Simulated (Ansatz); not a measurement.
Ansatz (a program for electronic structure) input (CCSD(T)/aug-cc-pV(D+d)Z):
A basis named .json is the Basis Set Exchange file of that set.

Ansatz 0.2 input:
```yaml
crystal:
  periodic: [false, false, false]
  atoms:
    - {symbol: Si, position_ang: [0.02140107, 1.02022011, 0.84664514]}
    - {symbol: H, position_ang: [-0.40794717, 1.93007904, -0.32552620]}
    - {symbol: Si, position_ang: [0.00549076, -0.85528764, -0.60906971]}
    - {symbol: H, position_ang: [0.94334175, -0.85267924, -1.79613590]}
    - {symbol: H, position_ang: [-1.29793525, -1.23844494, -1.27462855]}
    - {symbol: H, position_ang: [0.38605502, -2.14800945, 0.07023460]}
basis:
  gaussian:
    orbitals: aug-cc-pV_D+d_Z.json
total_charge: -1
magnetization: {spin_polarized: true, initial_magnetization: 1}
correlation: {method: ccsd_t, electrons: outside_noble_gas}
output: {forces: true}
```

Output:

```
Functional definition: HF
integrals: 0.22 GiB planned
1028 factors; integrals over basis functions are off by at most 8.2e-4 eV
mean field: 0.31 GiB planned
mean field evaluation 1: about -15785.7923 eV, gradient 9.4e0 eV
mean field evaluation 2: about -15785.7924 eV, gradient 9.4e0 eV
mean field evaluation 4: about -15787.0720 eV, gradient 1.3e0 eV
mean field evaluation 8: about -15787.1090 eV, gradient 2.0e-3 eV
mean field evaluation 16: about -15787.1083 eV, gradient 1.6e-1 eV
mean field evaluation 32: about -15783.9104 eV, gradient 6.0e-1 eV
mean field evaluation 64: about -15779.1579 eV, gradient 5.4e-2 eV
mean field evaluation 96: about -15784.8322 eV, gradient 1.9e-2 eV
mean field evaluation 128: about -15784.9114 eV, gradient 1.1e0 eV
mean field evaluation 160: about -15784.2710 eV, gradient 5.4e-1 eV
mean field evaluation 192: about -15784.0420 eV, gradient 8.5e-1 eV
mean field evaluation 224: about -15784.3284 eV, gradient 2.4e-4 eV
mean field -15787.10903704 eV, -580.1655562245 hartree, gradient 2.1e-6 eV, S^2 0.772470; 7 other end points of the search recorded, 0 dependent functions left out
determinant -15787.10903704 eV, -580.1655562245 hartree, with singles and doubles -15794.24088977 eV, -580.4276469781 hartree
determinant -15785.07673520 eV, -580.0908705092 hartree, with singles and doubles -15792.26911986 eV, -580.3551857704 hartree
determinant -15784.83279175 eV, -580.0819057528 hartree, with singles and doubles -15791.83119248 eV, -580.3390922360 hartree
determinant -15784.72539975 eV, -580.0779591697 hartree, with singles and doubles -15791.76014390 eV, -580.3364812489 hartree
determinant -15784.32839716 eV, -580.0633695935 hartree, with singles and doubles -15790.77144948 eV, -580.3001473989 hartree
determinant -15783.84376805 eV, -580.0455598022 hartree, with singles and doubles -15790.45688950 eV, -580.2885875332 hartree
10 core orbitals not correlated
reference -15787.10903704 eV, -580.1655562245 hartree; 7, 6 occupied and 83, 84 virtual orbitals, 1028 factors
densities: 1.06 GiB planned
second order -5.79759249 eV of doubles, -0.00000000 eV of singles
coupled cluster: 0.66 GiB planned
cycle   1  -7.08948530 eV  change   -2.1e-1 eV  update   2.1e-2
cycle   2  -7.09663146 eV  change   -7.1e-3 eV  update   6.0e-3
cycle   3  -7.09909751 eV  change   -2.5e-3 eV  update   2.6e-3
cycle   4  -7.10024647 eV  change   -1.1e-3 eV  update   8.6e-4
cycle   5  -7.10033345 eV  change   -8.7e-5 eV  update   3.3e-4
cycle   6  -7.10037525 eV  change   -4.2e-5 eV  update   1.3e-4
cycle   7  -7.10041298 eV  change   -3.8e-5 eV  update   5.3e-5
cycle   8  -7.10042574 eV  change   -1.3e-5 eV  update   2.1e-5
cycle   9  -7.10042335 eV  change    2.4e-6 eV  update   7.7e-6
cycle  10  -7.10042125 eV  change    2.1e-6 eV  update   3.3e-6
cycle  11  -7.10042084 eV  change    4.1e-7 eV  update   1.5e-6
cycle  12  -7.10042108 eV  change   -2.4e-7 eV  update   6.2e-7
perturbative correction -0.24935190 eV, -0.0091635132 hartree
the calculation of the forces begins
Total energy: -15794.45881002 eV, -580.4356553994 hartree
Atom 0 at     0.021401     1.020220     0.846645 Å, force     0.022894     0.083706     0.160311 eV/Å
Atom 1 at    -0.407947     1.930079    -0.325526 Å, force    -0.028819     0.074201    -0.068966 eV/Å
Atom 2 at     0.005491    -0.855288    -0.609070 Å, force     0.003961    -0.134034    -0.082124 eV/Å
Atom 3 at     0.943342    -0.852679    -1.796136 Å, force     0.074239     0.044558    -0.060496 eV/Å
Atom 4 at    -1.297935    -1.238445    -1.274629 Å, force    -0.102893     0.014070    -0.019280 eV/Å
Atom 5 at     0.386055    -2.148009     0.070235 Å, force     0.030617    -0.082501     0.070555 eV/Å
Dipole moment:    -0.012467    -0.372722    -0.329285 e Å
```
